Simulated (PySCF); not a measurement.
What the settings do

Molecule: `InChI=1S/C7H12O/c1-5(2)6(3)7(4)8/h1-4H3`; geometry GFN2-xTB.

Geometry:
```csv
atom,x (Å),y (Å),z (Å)
C1,2.699,-0.123,-0.196
C2,1.329,-0.190,-0.841
O3,1.211,-0.612,-1.974
C4,0.196,0.256,-0.007
C5,0.489,1.232,1.103
C6,-1.051,-0.230,-0.169
C7,-2.156,0.183,0.761
C8,-1.460,-1.207,-1.220
H9,3.372,-0.783,-0.738
H10,3.091,0.890,-0.271
H11,2.660,-0.408,0.851
H12,1.409,1.778,0.922
H13,-0.317,1.956,1.192
H14,0.578,0.716,2.061
H15,-2.372,1.246,0.651
H16,-3.066,-0.372,0.553
H17,-1.874,0.012,1.799
H18,-2.080,-1.989,-0.783
H19,-0.607,-1.650,-1.723
H20,-2.056,-0.692,-1.974
```

All runs: PySCF 2.14.0 with density-fitted response routines, non-relativistic, gas phase unless a solvent (IEF-PCM) is named; grid level 2, GIAOs and SCF threshold 1e-9 unless changed. The yardstick, PBE0/pcSseg-1, gives these isotropic shieldings σ (ppm, equivalent atoms averaged): C2 -17.0, C8 160.9, C5 168.5, O3 -325.5, H18/H19/H20 29.29, H9/H10/H11 29.46, H15/H16/H17 29.84.

What do these inputs give? (1) HSE06/6-31G*; (2) HSE06/def2-SVP; conv 1e-11

Results:


```
run    outcome  functions  wall time    C2     C8     C5      O3  H18/H19/H20  H9/H10/H11  H15/H16/H17
  1  converged        136      110 s   6.6  171.8  177.6  -263.9        30.15       30.29        30.59
  2  converged        172    2.3 min  -0.4  172.4  177.8  -281.6        29.56       29.70        30.06
```

Times are on 1 thread of an AMD EPYC, shared host.
